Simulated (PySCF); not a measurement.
GeO2, SMILES [O]=[Ge]=[O]. Atoms are numbered in the order given.

```xyz
3

Ge     0.0000     0.0000     0.0000
O      0.0000     0.0000    -1.6229
O      0.0000     0.0000     1.6229
```

The structure is a stationary point at TPSSh-D3(BJ)/def2-TZVP.

All values below come from PySCF with TDA-CAM-B3LYP/def2-SVPD.

Vertical excitations; the highest root listed may be one member of a degenerate set. The molecule is in vacuum. State labels are in the subgroup D2h.

Computed lowest excited states:
| state | symmetry | energy (eV) | λ (nm) | f | main pairs |
|---|---|---|---|---|---|
| S1 | B3g | 4.18 | 297 | 0.000 | HOMO→LUMO (degenerate set) |
| S2 | B2g | 4.18 | 297 | 0.000 | HOMO−1→LUMO (degenerate set) |
| S3 | B2u | 5.76 | 215 | 0.068 | HOMO−3→LUMO (degenerate set) |
| S4 | B3u | 5.76 | 215 | 0.068 | HOMO−2→LUMO (degenerate set) |
| S5 | Au | 6.03 | 206 | 0.000 | HOMO→LUMO+2 50 %, HOMO−1→LUMO+1 50 % |
| S6 | B1u | 6.08 | 204 | 0.022 | HOMO−4→LUMO 63 %, HOMO−1→LUMO+2 18 %, HOMO→LUMO+1 18 % |
| S7 | Au | 6.22 | 199 | 0.000 | HOMO−1→LUMO+1, HOMO→LUMO+2 (degenerate set) |
| S8 | B1u | 6.22 | 199 | 0.000 | HOMO→LUMO+1, HOMO−1→LUMO+2 (degenerate set) |
| S9 | B1g | 7.31 | 170 | 0.000 | HOMO−3→LUMO+2 49 %, HOMO−2→LUMO+1 49 % |
| S10 | B1g | 7.62 | 163 | 0.000 | HOMO−2→LUMO+1 50 %, HOMO−3→LUMO+2 50 % |
| T1 | B3g | 3.59 | 345 | 0 | HOMO→LUMO (degenerate set) |
| T2 | B2g | 3.59 | 345 | 0 | HOMO−1→LUMO (degenerate set) |
| T3 | B2u | 4.88 | 254 | 0 | HOMO−3→LUMO (degenerate set) |
| T4 | B3u | 4.88 | 254 | 0 | HOMO−2→LUMO (degenerate set) |
Triplets are in the Tamm–Dancoff approximation.
